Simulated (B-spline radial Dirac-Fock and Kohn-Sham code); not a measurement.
## What relativity does to the binding energies of W⁶⁴⁺

System: tungsten as W⁶⁴⁺, configuration 1s2 2s2 2p6.

Both columns are ΔSCF binding energies of the configuration average from a radial B-spline solver: non-relativistic Hartree-Fock with a point nucleus, and Dirac-Fock with a finite nucleus and the Coulomb interaction alone, averaged over the two j levels with weights 2j+1.

```tsv
shell	Hartree-Fock (eV)	Dirac-Fock (eV)	shift (eV)	shift (%)
1s	69772.7	75623.1	+5850.41	+8.38
2s	15834.2	17514.5	+1680.26	+10.61
2p	15449.3	16096.8	+647.52	+4.19
```

Relativity binds 1s, 2s, 2p more strongly, among those listed most of all 2s in relative terms.

Values without a named source are computed, but for edge energies of neutral atoms, which are taken from tables.
